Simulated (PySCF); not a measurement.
Calcium monohydride cation, CaH (charge +1).
SMILES: `[CaH+]`

Computed with PySCF at PBE0/pcSseg-1, non-relativistic, on one gas-phase PBE0-D3(BJ)/def2-SVP geometry that isn't relaxed in the solvent. The solvent is an IEF-PCM continuum (cavity from Bondi-type radii × 1.2). Only the electrostatic response of the medium enters.

```tsv
medium	total energy (Eh)	HOMO (eV)	LUMO (eV)
gas phase	-677.662936	-11.827	-7.102
dichloromethane (ε = 8.93)	-677.764252	-8.091	-2.433
```

**Question.** What is E(solvent) − E(gas) in dichloromethane, in kJ/mol?

**Answer.** -677.764252 − (-677.662936) = -0.101316 Eh = -266.01 kJ/mol.

**Question.** Scale it by Born's factor 1 − 1/ε to chloroform (ε = 4.711), and compare with the calculation.

**Answer.** The factor goes from 0.888 to 0.788, a ratio of 0.887, which gives -235.97 kJ/mol. The calculation gives -233.00 kJ/mol (total energy -677.751683 Eh), so the scaled value is 1.3 % too large in size.

**Question.** Scale the changes of the other columns the same way. What are the values in chloroform?

**Answer.** 
| quantity | scaled | computed | difference |
| --- | --- | --- | --- |
| HOMO (eV) | -8.513 | -8.438 | -0.075 |
| LUMO (eV) | -2.960 | -2.965 | +0.005 |

**Question.** How does each lowering split into the polarisation term (half the interaction with the induced surface charges) and the distortion of the solute's density?

**Answer.** dichloromethane: -277.06 + 11.05 kJ/mol, the distortion taking back 4 % of the polarisation term; chloroform: -240.58 + 7.58 kJ/mol, the distortion taking back 3 % of the polarisation term.
